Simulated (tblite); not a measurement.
C7H9O (doublet state).
Cartesian coordinates in Å at the GFN2-xTB level; atoms count from 1:
```
atom  x, y, z in Å
C1     2.5575   -1.0682   -0.5838
C2     1.6975   -0.0635   -0.8763
C3     0.4397    0.1310   -0.2917
C4    -0.2143   -0.7091    0.7493
C5    -1.6889   -0.2813    0.7176
C6    -1.6640    1.1622    0.2188
C7    -0.4115    1.2523   -0.6381
O8    -0.1676    2.1232   -1.4538
H9     2.3253   -1.8200    0.1512
H10    3.5091   -1.1498   -1.0780
H11    1.9715    0.6720   -1.6233
H12    0.2269   -0.4890    1.7282
H13   -0.0836   -1.7766    0.5667
H14   -2.2331   -0.9056    0.0074
H15   -2.1673   -0.3797    1.6909
H16   -2.5515    1.4487   -0.3430
H17   -1.5528    1.8652    1.0480
```

The geometry is computed with GFN2-xTB (gas phase). This method treats the open shell by occupation alone, without spin polarisation.

Masses are those of the commonest isotopes; rigid-rotor values at the optimised geometry. The values belong to one conformer with, in the numbering `[CH2:1]=[CH:2][C:3]1[CH2:4][CH2:5][CH2:6][C:7]1=[O:8]`, C1–C2–C3–C4 0°, C2–C3–C4–C5 -164°, C3–C4–C5–C6 -27°, C4–C5–C6–C7 28°, C5–C6–C7–O8 163°.

(1) What are A, B and C (cm⁻¹)?

(2) Classify the top.

(3) Is it planar, by Δ = Ic − Ia − Ib?

(4) Estimate the classical rotational partition function at 50 K, 100 K and 500 K.

Answers

(1) Ia = 155.65, Ib = 277.66, Ic = 420.68 u·Å²; 505379 MHz·u·Å²/I gives 3247, 1820 and 1201 MHz, that is A = 0.10831, B = 0.06071, C = 0.04007 cm⁻¹.

(2) An asymmetric top: κ = (2 × 1820 − 3247 − 1201)/(3247 − 1201) = -0.39.

(3) Not planar: Δ = Ic − Ia − Ib = -12.62 u·Å². For a rigid frame Δ = −2 Σ m c², so Σ m c² = 6.31 u·Å² lies off the ab plane: 5.10 from hydrogen and 1.21 from heavier atoms. The atom farthest from that plane is 1.31 Å away.

(4) Point group C1, symmetry number σ = 1; q = (√π/σ)·√((kT/h)³/(ABC)), k/h = 20836.6 MHz/K: 22400 at 50 K, 63300 at 100 K, 707000 at 500 K.

For this open shell read J as N, the rotation without spin; fine and hyperfine splittings come on top. Its GFN2-xTB frequencies are all real (lowest 95 cm⁻¹). No vibrational averaging or centrifugal distortion is included, and the geometry carries the error of its method.
